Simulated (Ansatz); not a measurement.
Z-matrix (Å, degrees):
```
C
Si 1 1.855
H 1 1.093 2 110.4
H 1 1.094 2 111.1 3 -119.2
H 1 1.093 2 111.1 3 120.3
O 2 1.640 1 112.4 3 178.9
O 2 1.639 1 108.8 3 57.7
H 2 1.480 1 112.4 3 -63.5
H 6 0.958 2 118.2 1 -51.8
Si 7 1.624 2 147.7 1 -56.5
O 10 1.631 7 113.0 2 48.1
O 10 1.636 7 108.2 2 166.9
H 10 1.474 7 108.9 2 -69.8
H 11 0.959 10 117.3 7 87.4
H 12 0.958 10 117.2 7 34.2
```

Total charge 0; spin multiplicity 1.

Task: List the CAM-B3LYP/def2-TZVPP orbital energies in eV (the Gaussian-basis code of Ansatz). (Estimate.)

Result: Computed: Occupied: -1802.08, -1801.65, -522.60, -522.56, -522.48, -522.41, -278.30, -146.43, -146.05, -101.79, -101.79, -101.73, -101.43, -101.40, -101.35, -30.25, -29.71, -29.43, -29.04, -21.36, -18.29, -17.21, -16.28, -15.92, -13.82, -13.49, -13.23, -13.05, -12.69, -12.18, -11.95, -11.82, -11.44, -10.94, -10.89, -10.51, -9.90. Lowest empty: 1.34, 1.81, 1.87, 2.61, 2.62, 3.23, 3.45, 3.95.
